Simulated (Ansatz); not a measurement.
Stepwise reaction of `F[SiH](F)[NH][GeH3]` with water, as a gas-phase model of exchange steps in deposition or etching. ΔE in kJ/mol.

Computed with Ansatz on PBE0-D4/def2-TZVP structures; ΔE is electronic, products minus reactants. CBS: MP2 limit from def2 TZ/QZ plus the TZ coupled-cluster correction, frozen cores. This one scheme is used for every species. Functionals use def2-TZVPP. B3LYP here is the variant with VWN-RPA as its local correlation; programs differ in this. For Ge outer-core shells are correlated without core-valence functions, which leaves a few kJ/mol of doubt a bond. Scalar relativity is left out up to krypton. One conformer a species, not always the lowest.

```
step                                                   reaction  PBE-D4  B3LYP-D4  ωB97M-V  CCSD(T)/CBS
   1  `F[SiH](F)[NH][GeH3]` + H₂O → `O[SiH](F)[NH][GeH3]` + H–F    41.0      43.7     43.2         43.0
   2  `O[SiH](F)[NH][GeH3]` + H₂O → `O[SiH](O)[NH][GeH3]` + H–F    43.8      46.3     46.1         45.1
```

By hand: ΔE of the 2 steps together at CCSD(T)/CBS.

(43.0) + (45.1) = 88.1 kJ/mol, or 44.0 kJ/mol a step.

In ΔE the steps differ by no more than 2.1 kJ/mol. All are uphill at CCSD(T)/CBS. PBE-D4 differs from CCSD(T)/CBS by -2.0 to -1.3 kJ/mol a step. Isolated molecules leave out the surface, adducts and barriers. Largest T1 diagnostic: 0.012.
